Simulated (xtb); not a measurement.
C$_{6}$H$_{7}$F (SMILES C#C[C@]1(C)C[C@@H]1F), singlet, geometry from GFN2-xTB; xtb with GFN2-xTB with ALPB(hexane).

xtb was given this input:
```
$ xtb mol.xyz --gfn 2 --alpb hexane --json

# file mol.xyz
14

C      2.37159957     0.10323362     0.69149645
C      1.20560951     0.25923229     0.46832725
C     -0.18948831     0.44138407     0.19533983
C     -0.62696176     1.88975573     0.12773933
C     -1.14477228    -0.59526164     0.75213878
C     -0.86634887    -0.55281911    -0.71382337
F     -0.13826177    -1.56566981    -1.26048253
H      3.39291568    -0.03025610     0.88761597
H     -0.43678035     2.38082013     1.08059797
H     -1.68940307     1.95730876    -0.09485418
H     -0.07148565     2.41627541    -0.64641545
H     -2.11361820    -0.27262677     1.10111900
H     -0.71547038    -1.41591734     1.30645013
H     -1.61962949    -0.21772578    -1.41748046
```

Output, abridged:

```
   ID    Z sym.   atoms
    1    6 C      1-6
    2    9 F      7
    3    1 H      8-14

           -------------------------------------------------
          |                Calculation Setup                |
           -------------------------------------------------

           -------------------------------------------------
          |                 G F N 2 - x T B                 |
           -------------------------------------------------

      * Solvation model:               ALPB
        Solvent                        hexane
        Parameter file                 internal GFN2-xTB/ALPB
        Dielectric constant                1.8800E+00
        Reference state                gsolv [1 M gas/solution]
        Free energy shift                  4.8134E-03 Eh       3.0204E+00 kcal/mol
        Temperature                        2.9815E+02 K
        Density                            6.6000E-01 kg/L
        Solvent mass                       8.6180E+01 g/mol
        Interaction kernel             P16
        Born radius scaling (c1)           1.1040E+00
        Born radii integrator          GBOBC
        Born offset                        0.0000E+00 a0       0.0000E+00 AA
        H-bond correction              false
        Ion screening                  false
        Surface tension                    1.0000E-05 Eh       1.5569E+01 dyn/cm
        Grid points                               230 per atom

          ...................................................
          :                      SETUP                      :
          :.................................................:
          :  # basis functions                  35          :
          :  # atomic orbitals                  35          :
          :  # shells                           21          :
          :  # electrons                        38          :
          :  max. iterations                   250          :
          :  Hamiltonian                  GFN2-xTB          :
          :  restarted?                      false          :
          :  GBSA solvation                   true          :
          :  PC potential                    false          :
          :  electronic temp.          300.0000000     K    :
          :  accuracy                    1.0000000          :
          :  -> integral cutoff          0.2500000E+02      :
          :  -> integral neglect         0.1000000E-07      :
          :  -> SCF convergence          0.1000000E-05 Eh   :
          :  -> wf. convergence          0.1000000E-03 e    :
          :  Broyden damping             0.4000000          :
          :  net charge                          0          :
          :  unpaired electrons                  0          :
          ...................................................

 iter      E             dE          RMSdq      gap      omega  full diag
   1    -21.3796854 -0.213797E+02  0.574E+00    6.20       0.0  T
   2    -21.3972972 -0.176118E-01  0.340E+00    6.29       1.0  T
   3    -21.3892577  0.803948E-02  0.106E+00    6.22       1.0  T
   4    -21.3963064 -0.704875E-02  0.537E-01    6.22       1.0  T
   5    -21.3994832 -0.317676E-02  0.102E-01    6.22       1.0  T
   6    -21.3995222 -0.389779E-04  0.550E-02    6.23       1.0  T
   7    -21.3995286 -0.639476E-05  0.158E-02    6.23       1.7  T
   8    -21.3995291 -0.503955E-06  0.355E-03    6.23       7.5  T
   9    -21.3995291 -0.542523E-07  0.139E-03    6.23      19.2  T
  10    -21.3995291 -0.235809E-08  0.431E-04    6.23      62.0  T
  11    -21.3995291 -0.147377E-09  0.130E-04    6.23     206.2  T

   *** convergence criteria satisfied after 11 iterations ***

         :::::::::::::::::::::::::::::::::::::::::::::::::::::
         ::                     SUMMARY                     ::
         :::::::::::::::::::::::::::::::::::::::::::::::::::::
         :: total energy             -21.061309574465 Eh    ::
         :: total w/o Gsasa/hb       -21.055294374097 Eh    ::
[...]
        25                          0.0939001               2.5552
        26                          0.1445432               3.9332
        27                          0.1660119               4.5174
        28                          0.1790255               4.8715
        29                          0.2116217               5.7585
        30                          0.2208768               6.0104
       ...                                ...                  ...
        35                          1.4430620              39.2677
      -------------------------------------------------------------
                  HL-Gap            0.2289162 Eh            6.2291 eV
             Fermi-level           -0.2827435 Eh           -7.6938 eV

     #   Z          covCN         q      C6AA      α(0)
     1   6 C        1.909    -0.108    34.117     9.433
     2   6 C        1.972    -0.023    31.683     9.090
     3   6 C        3.908     0.038    19.887     6.339
     4   6 C        3.757    -0.109    22.632     6.783
     5   6 C        3.808    -0.080    22.013     6.679
     6   6 C        3.666     0.148    18.433     6.157
     7   9 F        0.784    -0.267    11.953     4.084
     8   1 H        0.928     0.084     1.933     2.174
     9   1 H        0.925     0.053     2.278     2.360
    10   1 H        0.925     0.046     2.371     2.408
    11   1 H        0.925     0.052     2.299     2.371
    12   1 H        0.926     0.054     2.273     2.358
    13   1 H        0.926     0.064     2.156     2.296
    14   1 H        0.925     0.049     2.335     2.390

 Mol. C6AA /au·bohr⁶  :       1886.481684
 Mol. C8AA /au·bohr⁸  :      43918.100294
 Mol. α(0) /au        :         64.920661

Wiberg/Mayer (AO) data.
largest (>0.10) Wiberg bond orders for each atom

 ---------------------------------------------------------------------------
     #   Z sym  total        # sym  WBO       # sym  WBO       # sym  WBO
 ---------------------------------------------------------------------------
     1   6 C    3.973 --     2 C    2.875     8 H    0.970
     2   6 C    3.980 --     1 C    2.875     3 C    1.060
     3   6 C    3.946 --     2 C    1.060     4 C    0.993     5 C    0.917
                             6 C    0.917
     4   6 C    3.993 --     3 C    0.993    10 H    0.984    11 H    0.982
                             9 H    0.982
     5   6 C    3.940 --    12 H    0.976    13 H    0.976     6 C    0.973
                             3 C    0.917
     6   6 C    3.844 --     5 C    0.973    14 H    0.962     7 F    0.924
                             3 C    0.917
     7   9 F    1.010 --     6 C    0.924
     8   1 H    0.992 --     1 C    0.970
     9   1 H    0.997 --     4 C    0.982
    10   1 H    0.998 --     4 C    0.984
    11   1 H    0.997 --     4 C    0.982
    12   1 H    0.997 --     5 C    0.976
    13   1 H    0.996 --     5 C    0.976
    14   1 H    0.997 --     6 C    0.962
 ---------------------------------------------------------------------------

Topologies differ in total number of bonds
Writing topology from bond orders to xtbtopo.mol

molecular dipole:
                 x           y           z       tot (Debye)
 q only:       -0.531       0.759       0.467
   full:       -0.596       0.773       0.446       2.729
molecular quadrupole (traceless):
                xx          xy          yy          xz          yz          zz
 q only:        3.210      -0.330      -1.815       0.514      -2.892      -1.395
  q+dip:        7.626      -0.856      -4.730       2.382      -4.157      -2.896
   full:        5.352      -0.524      -3.286       1.527      -3.785      -2.067

           -------------------------------------------------
          | TOTAL ENERGY              -21.061309574465 Eh   |
          | GRADIENT NORM               0.007356228317 Eh/α |
          | HOMO-LUMO GAP               6.229126851869 eV   |
           -------------------------------------------------

normal termination of xtb
```
